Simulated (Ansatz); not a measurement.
C2H5ClGe, SMILES `C=[CH][GeH2][Cl]`. The species carries charge 0 and has multiplicity 1.

```xyz
9

C    -0.798    1.153    0.703
C    -0.689    0.322   -0.325
Ge    0.740   -0.964   -0.509
Cl    2.025   -0.765    1.215
H    -1.615    1.864    0.775
H    -0.076    1.155    1.514
H    -1.433    0.349   -1.119
H     0.231   -2.414   -0.513
H     1.615   -0.700   -1.743
```

Task: List the harmonic frequencies (cm⁻¹, unscaled) at PBE0-D4/def2-TZVP in Ansatz. (Best estimate.)

Result: Ansatz gave: 95, 137, 336, 397, 419, 568, 593, 680, 760, 875, 1007, 1011, 1031, 1283, 1434, 1676, 2162, 2163, 3136, 3153, 3225.

Task: Is this a minimum?

Result: Yes, all 21 modes are real.

Task: Give the ideal-gas thermochemistry at 298.15 K and 1 bar (rigid rotor, harmonic oscillator; point group Cs, symmetry number 1).

Result: Zero-point energy 156.4 kJ/mol; H(298) − E = 174.5 kJ/mol; entropy 331.1 J/(mol·K), of which translation 170.2, rotation 112.8, vibration 48.1; G(298) − E = 75.8 kJ/mol. Modes under 100 cm⁻¹ are hindered rotations or soft bends, so the harmonic entropy is rough.

Task: And at 400, 500, 600, 800 and 1000 K?

Result: 
| T (K) | H − E (kJ/mol) | S (J/mol/K) | G − E (kJ/mol) |
| --- | --- | --- | --- |
| 400 | 184.8 | 360.7 | 40.5 |
| 500 | 196.5 | 386.7 | 3.1 |
| 600 | 209.4 | 410.3 | -36.8 |
| 800 | 238.2 | 451.5 | -123.1 |
| 1000 | 269.8 | 486.8 | -217.0 |
